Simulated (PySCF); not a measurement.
Work out the structure from these simulated measurements.

Formula: CH11O2PSi3.

- Dipole: 1.26 D [B3LYP/def2-SVPD]
- UV, strongest line: among the 8 lowest singlet transitions: S3 at 6.19 eV (200 nm, f = 0.135) [TDDFT B3LYP/def2-SVPD]
- NMR, other nuclei: isotropic shieldings of nuclei other than C and H, by class: 285 (1 O), 292 (1 O), 368 (1 Si), 390 (1 Si), 454 (1 Si), 633 (1 P) ppm [GIAO PBE0/pcSseg-1]
- UV, first state: lowest singlet excitation: 5.50 eV (225 nm, f = 0.032) [TDDFT B3LYP/def2-SVPD]
- Rotational structure: rotational constants A, B, C: 1.239, 0.808, 0.645 GHz [GFN2-xTB]
- 13C NMR: chemical shifts (computed TMS as zero) by class: 53.0 (1 C) ppm [GIAO PBE0/pcSseg-1]
- 1H NMR: chemical shifts (computed TMS as zero) by class: 5.44 (1 H), 5.22 (3 H), 3.98 (3 H), 3.88 (1 H), 3.56 (1 H), 1.31 (2 H) ppm [GIAO PBE0/pcSseg-1]
- Triplet: lowest triplet excitation (Tamm–Dancoff): 5.08 eV [TDA B3LYP/def2-SVPD]
- Polarisability: 126.1 au [B3LYP/def2-SVPD]

The electronic properties come from PySCF, for the isolated species, density fitting. Levels stand in brackets. Geometry: GFN2-xTB, one conformer, isolated molecule. NMR classes are plain means over equivalent atoms (diastereotopic ones count apart unless rotation or inversion swaps them), as if these changed places fast.

Question: Give a SMILES that accounts for the data.

Answer: Numbering: `[CH3:1][O:2][Si@H:3]([O:4][SiH3:5])[SiH2:6][PH2:7]`. The one carbon: methoxy carbon [C1] (53.0 ppm). Hydrogen classes from least to most shielded: 1 H on an oxygen-bound silicon, Si3 (5.44 ppm), 3 H on an oxygen-bound silicon, Si5 (5.22 ppm), 3 H on a methoxy carbon, C1 (3.98 ppm), 1 H on an SiH2 silicon, Si6 (3.88 ppm), 1 H on an SiH2 silicon, Si6 (3.56 ppm), 2 H on a three-coordinate phosphorus, P7 (1.31 ppm). The other shieldings belong to: 285 ppm, siloxane oxygen [O4]; 292 ppm, silyl ether oxygen [O2]; 368 ppm, oxygen-bound silicon [Si3]; 390 ppm, oxygen-bound silicon [Si5]; 454 ppm, SiH2 silicon [Si6]; 633 ppm, three-coordinate phosphorus [P7]. S1 is mainly HOMO→LUMO (weight 0.97); the largest Löwdin shares of the orbital it empties are 0.63 on the three-coordinate phosphorus, 0.14 on the SiH2 silicon and 0.07 on each of 2 atoms of one kind (P–H hydrogen), of the orbital it fills 0.19 on the SiH2 silicon, 0.19 on an oxygen-bound silicon, 0.14 on the three-coordinate phosphorus and 0.10 on an oxygen-bound silicon. The optimised geometry has point group C1 and is an asymmetric top. Structure: `CO[Si@H](O[SiH3])[SiH2]P`. Computed isomers that give other values at the same levels: `C[SiH2]O[SiH2]O[SiH2]P` (13C chemical shifts (computed TMS as zero) by class: 1.7 (1 C) ppm); `C[Si@H](P)O[SiH2]O[SiH3]` (13C chemical shifts (computed TMS as zero) by class: 4.7 (1 C) ppm); `C[Si@@H](P)[Si@@H](O)O[SiH3]` (13C chemical shifts (computed TMS as zero) by class: -5.2 (1 C) ppm). The assignments are read from this structure; whether some other isomer fits the data as well wasn't checked. The mirror image fits equally.

Conformer computed: `[CH3:1][O:2][Si@H:3]([O:4][SiH3:5])[SiH2:6][PH2:7]`: C1–O2–Si3–O4 -48°, O2–Si3–O4–Si5 -67°, O2–Si3–Si6–P7 51°, H–P7–Si6–Si3 -55°, H–P7–Si6–Si3 -148°.
